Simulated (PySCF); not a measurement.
Species: C2H8SSi2.
Atom-mapped SMILES: `[CH3:1][C:2](=[S:3])[SiH2:4][SiH3:5]` (hydrogens: H6, H7, H8 on C1; H9, H10 on Si4; H11, H12, H13 on Si5)

Structure optimised with GFN2-xTB, isolated species.

Q: Give the optimised bond lengths and angles.

A: 
| bond | length (Å) | order |
| --- | --- | --- |
| C1–C2 | 1.486 | single |
| C2=S3 | 1.631 | double |
| C2–Si4 | 1.898 | single |
| Si4–Si5 | 2.318 | single |
| C1–H6, C1–H7, C1–H8 | 1.090 | single |
| Si4–H9, Si4–H10 | 1.467 | single |
| Si5–H11, Si5–H12, Si5–H13 | 1.465 | single |

Bonds in one row agree within 0.01 Å and their mean is given. Orders are formal, as drawn. A selection of angles:
| angle | degrees |
| --- | --- |
| C2–C1–H6 | 109.9 |
| C2–C1–H7 | 111.8 |
| H6–C1–H7 | 109.5 |
| H6–C1–H8 | 107.2 |
| C1–C2–S3 | 120.9 |
| C1–C2–Si4 | 119.8 |
| S3–C2–Si4 | 119.2 |
| C2–Si4–Si5 | 107.6 |
| C2–Si4–H9 | 106.1 |
| Si5–Si4–H9 | 115.3 |
| H9–Si4–H10 | 107.3 |
| Si4–Si5–H11 | 112.6 |
| Si4–Si5–H12 | 110.4 |
| Si4–Si5–H13 | 111.3 |
| H11–Si5–H12 | 107.8 |

Torsions: C1–C2–Si4–Si5 -94° (anticlinal). The mirror-image conformer, all signs reversed, is as good.

Si4 (SiH2 silicon) is distorted tetrahedral (angles from 105.2° to 115.3°). Si5 (SiH3 silicon) is tetrahedral (angles from 107.2° to 112.6°).

Point group: C1 (no symmetry element, even within 0.4 Å). Not checked by GFN2-xTB frequencies. The numbers are those of one conformer.

The numbers are calculated, not measured.
